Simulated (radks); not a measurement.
Results of a calculation; reference values are marked as such.
Fractional charge and spin in the 1s shell of beryllium: the spin-up occupation runs from 0 to 1 and the spin-down occupation from 0 to 1; the fullest corner is Be+, 2s(up 0.5, down 0.5) 1s(up 1, down 1). Code: a radial shooting solver on a logarithmic mesh with Libxc functionals. Model: non-relativistic Kohn-Sham, PBE, spin-polarised, spherical densities, point nucleus. Energy (eV) minus the two flat planes that join the four corners (they meet along the diagonal where the two added fractions sum to one electron); zero is where a piecewise linear energy would lie.

down \ up       0    0.25     0.5    0.75       1
0           0.000  -3.835  -5.515  -4.292   0.000
0.25       -3.835  -3.535  -1.229   3.846  -3.142
0.5        -5.515  -1.229   4.956  -1.216  -4.565
0.75       -4.292   3.846  -1.216  -3.742  -3.568
1           0.000  -3.142  -4.565  -3.568   0.000

Corners above the fullest one (they belong to Be2+ and the next ion): (up 1, down 0) 137.24 eV, (up 0, down 1) 137.24 eV, (up 0, down 0) 334.53 eV. With half an added electron in each spin the energy lies 4.956 eV from the planes, and with half an added electron in spin up alone -5.515 eV. The planes are only a guide here: the flat-plane condition holds for ground states with one frontier orbital, while this shell lies below other occupied shells, so the corners above the fullest one are inner-hole states and not the ground states of those ions.
